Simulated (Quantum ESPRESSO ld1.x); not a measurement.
The lead ion Pb3+, configuration [Xe] 4f14 5d10 6s1. Method: Dirac Kohn-Sham, revPBE, spin-unpolarised, spherical densities, point nucleus; computed with ld1.x of Quantum ESPRESSO 7.5. Some entries of the table are withheld. Estimate them.

orbital,occ.,eigenvalue (hartree),r(max) (bohr)
1s1/2,2,(1),0.009834
2s1/2,2,-578.855,0.05735
2p1/2,2,-555.821,0.04198
2p3/2,4,-475.345,0.04970
3s1/2,2,-139.738,0.1614
3p1/2,2,-129.367,0.1504
3p3/2,4,-111.411,0.1660
3d3/2,4,-94.4151,(2)
3d5/2,6,-90.5951,(3)
4s1/2,2,-32.4526,0.3627
4p1/2,2,-27.9675,0.3603
4p3/2,4,-23.5726,0.3919
4d3/2,4,-16.2808,0.3832
4d5/2,6,-15.4607,0.3928
5s1/2,2,-6.33216,0.7901
4f5/2,6,-6.02312,0.3477
4f7/2,8,-5.83821,0.3522
5p1/2,2,-4.80433,0.8286
5p3/2,4,-3.98381,0.9056
5d3/2,4,-1.87239,1.053
5d5/2,6,-1.77448,1.084
6s1/2,1,-1.37091,1.878

Answer. 
(1) 1s1/2 eigenvalue (hartree): -3234.40
(2) 3d3/2 r(max) (bohr): 0.1289
(3) 3d5/2 r(max) (bohr): 0.1331
